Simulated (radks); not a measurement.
Results of a calculation; reference values are marked as such.
Isoelectronic series with 40 electrons, each ion in its NIST ground configuration. Level of theory: scalar-relativistic Kohn-Sham, r2SCAN, spin-polarised, spherical densities, finite nucleus; open shells are filled with parallel spins first (spin-orbit coupling, left out, can overturn this in heavy ions); meta-GGA in the generalised Kohn-Sham scheme; Fermi nuclear charge, rms radius of each element as measured or else 0.836 A^(1/3) + 0.57 fm (a radial shooting solver on a logarithmic mesh with Libxc functionals). Total energies (hartree) and mean radii <r> (bohr) (* marks an orbital that is empty in some or all of the ions):

ion    configuration  E (hartree)   4d up  5s up*  4p down
Zr      [Kr] 4d2 5s2  -3599.06041   2.248   3.637    1.363
Nb+         [Kr] 4d4  -3820.00512   2.012   3.310    1.296
Mo2+        [Kr] 4d4  -4048.47279   1.700   2.880    1.221
Tc3+        [Kr] 4d4  -4284.40231   1.501   2.572    1.153
Ru4+        [Kr] 4d4  -4527.79612   1.358   2.338    1.092
Rh5+        [Kr] 4d4  -4778.67527   1.247   2.151    1.037
Pd6+        [Kr] 4d4  -5037.06109   1.156   1.997   0.9868
Ag7+        [Kr] 4d4  -5302.98358   1.081   1.867   0.9417
Cd8+        [Kr] 4d4  -5576.47093   1.017   1.756   0.9007
In9+        [Kr] 4d4  -5857.56255  0.9608   1.659   0.8633
Sn10+       [Kr] 4d4  -6146.29074  0.9116   1.573   0.8289
Sb11+       [Kr] 4d4  -6442.69643  0.8679   1.496   0.7973

4d up drops below 5s up between Zr and Nb+.
